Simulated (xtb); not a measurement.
C3H7BF2O, SMILES [C@H](O)(B(F)CF)C. All values are semi-empirical tight-binding results from xtb (GFN2-xTB unless named), good for trends rather than for accurate numbers. Geometry: GFN2-xTB. The structure was generated by enumeration; whether it is a known compound was not checked. Other conformers were not sampled.

Optimised geometry:

```xyz
14

C     -1.6189     0.1736    -0.9988
C     -0.8692     0.4287     0.3239
O     -1.6862     0.1140     1.4430
B      0.5003    -0.3949     0.3720
F      0.6757    -1.3843     1.2160
C      1.7220    -0.0822    -0.5989
F      1.4977     0.9733    -1.4644
H     -2.5274     0.7734    -1.0330
H     -1.8917    -0.8760    -1.0776
H     -0.9912     0.4454    -1.8415
H     -0.6285     1.5075     0.3489
H     -2.5339     0.5622     1.3402
H      2.6259     0.1740    -0.0331
H      1.9705    -0.9452    -1.2285
```

```yaml
orbital_gap: 4.28 eV
dipole_moment: 1.16 D
zero_point_energy: 64.7 kcal/mol
G − E(el) at 298.15 K (modified RRHO): 43.6 kcal/mol
static polarisability (D4 model): 57.2 bohr³
solvation energy, GFN2-xTB/ALPB(water): -6.4 kcal/mol
solvation energy, GFN2-xTB/ALPB(ether): -7.4 kcal/mol
```

Computed IR lines (harmonic; lines under 4 % of the strongest left out, lines within 3 cm⁻¹ merged):
ν (cm⁻¹): 89 (w), 321 (s), 381 (m), 404 (w), 511 (w), 767 (m), 929 (w), 1001 (m), 1014 (m), 1077 (s), 1143 (m), 1181 (w), 1192 (s), 1260 (m), 1274 (w), 1329 (vs), 1344 (m), 1413 (w), 2805 (m), 2918 (w), 2936 (w), 3012 (m), 3042 (w), 3064 (w) (against the strongest line: vs over 80 %, s over 45 %, m over 15 %, w over 4 %, vw less)

Computed atomic charges and the Wiberg bond orders between heavy atoms:
charges (e) C1 -0.12, C2 0.04, O3 -0.45, B4 0.38, F5 -0.23, C6 0.01, F7 -0.27, H8 0.05, H9 0.05, H10 0.06, H11 0.04, H12 0.29, H13 0.08, H14 0.07. Bond orders C1–C2 0.98, C2–O3 0.99, C2–B4 1.00, B4–F5 1.15, B4–C6 0.99, C6–F7 0.93.
